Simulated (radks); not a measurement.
Trend from Rb3+ to Xe3+: ionisation energy by Delta-SCF between NIST ground configurations, and size. Method: Dirac Kohn-Sham, PBE, spin-unpolarised, spherical densities, point nucleus; open shells fill j = l - 1/2 first; computed with a radial shooting solver on a logarithmic mesh with Libxc functionals.

| species | configuration | configuration of the ion | IE (eV) | NIST (eV) | kind | -e(HOMO) (eV) | r at 0.001 e/bohr^3 (bohr) |
|---|---|---|---|---|---|---|---|
| Rb3+ | [Ar] 3d10 4s2 4p4 | [Ar] 3d10 4s2 4p3 | 53.121 | 52.2 | semi-emp. | 46.323 (4p3/2) | 3.21 |
| Sr3+ | [Ar] 3d10 4s2 4p5 | [Ar] 3d10 4s2 4p4 | 56.835 | 56.280 | semi-emp. | 49.710 (4p3/2) | 3.15 |
| Zr3+ | [Kr] 4d1 | [Kr] | 34.325 | 34.418 | exp. | 28.291 (4d3/2) | 3.24 |
| Nb3+ | [Kr] 4d2 | [Kr] 4d1 | 37.020 | 37.61 | exp. | 30.689 (4d3/2) | 3.29 |
| Mo3+ | [Kr] 4d3 | [Kr] 4d2 | 39.625 | 40.3 | semi-emp. | 33.005 (4d3/2) | 3.29 |
| Tc3+ | [Kr] 4d4 | [Kr] 4d3 | 42.164 | 41 | theory | 35.259 (4d3/2) | 3.26 |
| Ru3+ | [Kr] 4d5 | [Kr] 4d4 | 44.236 | 45 | theory | 37.093 (4d5/2) | 3.22 |
| Rh3+ | [Kr] 4d6 | [Kr] 4d5 | 46.651 | 42 | theory | 39.233 (4d5/2) | 3.18 |
| Pd3+ | [Kr] 4d7 | [Kr] 4d6 | 49.029 | 46 | theory | 41.341 (4d5/2) | 3.13 |
| Ag3+ | [Kr] 4d8 | [Kr] 4d7 | 51.378 | 49 | theory | 43.421 (4d5/2) | 3.08 |
| Cd3+ | [Kr] 4d9 | [Kr] 4d8 | 53.701 | 51 | theory | 45.480 (4d5/2) | 3.03 |
| In3+ | [Kr] 4d10 | [Kr] 4d9 | 56.004 | 55.45 | exp. | 47.521 (4d5/2) | 2.98 |
| Sn3+ | [Kr] 4d10 5s1 | [Kr] 4d10 | 41.123 | 40.74 | exp. | 35.953 (5s1/2) | 3.33 |
| Sb3+ | [Kr] 4d10 5s2 | [Kr] 4d10 5s1 | 44.292 | 43.80 | exp. | 38.896 (5s1/2) | 3.45 |
| Te3+ | [Kr] 4d10 5s2 5p1 | [Kr] 4d10 5s2 | 37.334 | 37.416 | exp. | 32.341 (5p1/2) | 3.59 |
| I3+ | [Kr] 4d10 5s2 5p2 | [Kr] 4d10 5s2 5p1 | 40.318 | 40.36 | exp. | 35.067 (5p1/2) | 3.62 |
| Xe3+ | [Kr] 4d10 5s2 5p3 | [Kr] 4d10 5s2 5p2 | 41.566 | 42.2 | exp. | 36.234 (5p3/2) | 3.63 |

Reference values: NIST Atomic Spectra Database (exp. = measured, semi-emp. = semi-empirical, theory = theoretical value adopted there). Spin polarisation and multiplet splitting are left out, so open shells lie too high by an amount that depends on their filling.

Beside tabulated values, note that spin-unpolarised runs miss the spin-polarisation part of the exchange energy of open shells.
